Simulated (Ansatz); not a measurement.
Geometry optimisation, RKS PBE/def2-SVP (Ansatz).

input.yaml

```yaml
crystal:
  periodic: [false, false, false]
  atoms:
    - { symbol: B, position_ang: [-0.067545, 0.569132, -0.460887] }
    - { symbol: H, position_ang: [0.191756, -0.130774, 1.820406] }
    - { symbol: "N", position_ang: [1.223085, 0.09933, -0.757417] }
    - { symbol: H, position_ang: [1.402201, -0.812293, -1.171144] }
    - { symbol: H, position_ang: [2.053421, 0.65944, -0.56875] }
    - { symbol: Cl, position_ang: [-1.496263, -0.45444, -0.85008] }
    - { symbol: O, position_ang: [-0.243225, 1.835859, 0.086424] }
    - { symbol: H, position_ang: [-1.186907, 2.055218, 0.172757] }
    - { symbol: H, position_ang: [-0.022325, 0.554829, 1.885092] }
basis:
  gaussian: { orbitals: def2-SVP }
hamiltonian:
  xc: pbe
relax:
  f_tol: 0.03
  max_steps: 50
```

Launched with:

```bash
$ ansatz run input.yaml --threads 2 --pin off --max-ram 3072MiB --backend cpu --events-out ev --progress --plain --runs-dir out
```

Question: Where does it end, and by what steps?

Answer: The run converged. After 24 steps the energy has fallen by 0.243 eV; H2 moved furthest, 1.73 Å.

```
step  energy less start (eV)  largest force component (eV/Å)  accepted
   0                  0.0000                           1.843       yes
   1                 -0.1416                           0.270       yes
   2                 -0.1825                           0.213       yes
   3                 -0.2026                           0.129       yes
   4                 -0.2069                           0.129       yes
   5                 -0.2100                           0.122       yes
   6                 -0.2093                           0.549        no
   7                 -0.2148                           0.082       yes
   8                 -0.2140                           0.573        no
   9                 -0.2176                           0.055       yes
  10                 -0.2198                           0.168       yes
  11                 -0.2212                           0.308       yes
  12                 -0.2284                           0.039       yes
  13                 -0.2327                           0.101       yes
  14                 -0.2317                           0.476        no
  15                 -0.2302                           0.367        no
  16                 -0.2349                           0.049       yes
  17                 -0.2368                           0.092       yes
  18                 -0.2389                           0.167       yes
  19                 -0.2402                           0.169       yes
  20                 -0.2415                           0.106       yes
  21                 -0.2427                           0.047       yes
  22                 -0.2431                           0.051       yes
  23                 -0.2433                           0.042       yes
  24                 -0.2434                           0.019       yes
```

```xyz
9
Properties=species:S:1:pos:R:3
B -0.017 0.489 -0.821
H -0.138 0.477 3.410
N 1.263 0.110 -1.260
H 1.417 -0.535 -2.031
H 2.107 0.457 -0.807
Cl -1.471 -0.167 -1.660
O -0.166 1.350 0.239
H -1.103 1.539 0.419
H -0.037 0.657 2.668
```

Whether the end is a true minimum wasn't checked by a vibrational analysis.

Run time: 41 s on 2 threads of Arm Neoverse V1 (shared host), peak memory 0.14 GiB.
